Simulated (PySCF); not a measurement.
C4H9Cl. Atoms are numbered in the order given.

```xyz
14

C     -2.7789    -0.0771    -0.0134
C     -1.3170    -0.4275    -0.2888
C     -0.4165     0.8040    -0.4156
C      1.0509     0.4944    -0.6717
Cl     1.8156    -0.4038     0.7050
H     -3.2089     0.5473    -0.8247
H     -2.8841     0.4943     0.9325
H     -3.4063    -0.9864     0.0756
H     -0.9185    -1.0719     0.5233
H     -1.2404    -1.0307    -1.2211
H     -0.4990     1.4299     0.4999
H     -0.7675     1.4423    -1.2589
H      1.6454     1.4183    -0.8057
H      1.1832    -0.1421    -1.5694
```

Coordinates come from a PBE-D3(BJ)/def2-SVP optimisation. The values are those of a single conformer.

Calculation: TDDFT-B3LYP/def2-SVPD (PySCF).

Vertical excitations. Gas-phase values at a fixed geometry.

```json
[
 {"state": "S1", "energy (eV)": "7.02", "λ (nm)": "177", "f": "0.003", "main pairs": "HOMO→LUMO 92 %"},
 {"state": "S2", "energy (eV)": "7.12", "λ (nm)": "174", "f": "0.004", "main pairs": "HOMO−1→LUMO 92 %"},
 {"state": "S3", "energy (eV)": "7.65", "λ (nm)": "162", "f": "0.008", "main pairs": "HOMO→LUMO+1 78 %, HOMO→LUMO+2 15 %"},
 {"state": "S4", "energy (eV)": "7.78", "λ (nm)": "159", "f": "0.037", "main pairs": "HOMO−1→LUMO+1 77 %, HOMO−1→LUMO+2 16 %"},
 {"state": "S5", "energy (eV)": "8.13", "λ (nm)": "153", "f": "0.006", "main pairs": "HOMO→LUMO+2 79 %, HOMO→LUMO+1 16 %"},
 {"state": "S6", "energy (eV)": "8.24", "λ (nm)": "150", "f": "0.003", "main pairs": "HOMO−1→LUMO+2 77 %, HOMO−1→LUMO+1 17 %"},
 {"state": "S7", "energy (eV)": "8.33", "λ (nm)": "149", "f": "0.015", "main pairs": "HOMO→LUMO+3 94 %"},
 {"state": "S8", "energy (eV)": "8.41", "λ (nm)": "147", "f": "0.013", "main pairs": "HOMO−1→LUMO+3 93 %"},
 {"state": "S9", "energy (eV)": "8.48", "λ (nm)": "146", "f": "0.004", "main pairs": "HOMO−2→LUMO 88 %"},
 {"state": "S10", "energy (eV)": "8.64", "λ (nm)": "143", "f": "0.019", "main pairs": "HOMO→LUMO+4 83 %"},
 {"state": "T1", "energy (eV)": "6.40", "λ (nm)": "194", "f": "0", "main pairs": "HOMO→LUMO 82 %"},
 {"state": "T2", "energy (eV)": "6.48", "λ (nm)": "191", "f": "0", "main pairs": "HOMO−1→LUMO 82 %"},
 {"state": "T3", "energy (eV)": "7.53", "λ (nm)": "165", "f": "0", "main pairs": "HOMO→LUMO+1 67 %, HOMO→LUMO+2 20 %"},
 {"state": "T4", "energy (eV)": "7.64", "λ (nm)": "162", "f": "0", "main pairs": "HOMO−1→LUMO+1 70 %, HOMO−1→LUMO+2 17 %"}
]
```
Triplets are in the Tamm–Dancoff approximation, which puts them higher than full response would, so one can lie above its singlet here.
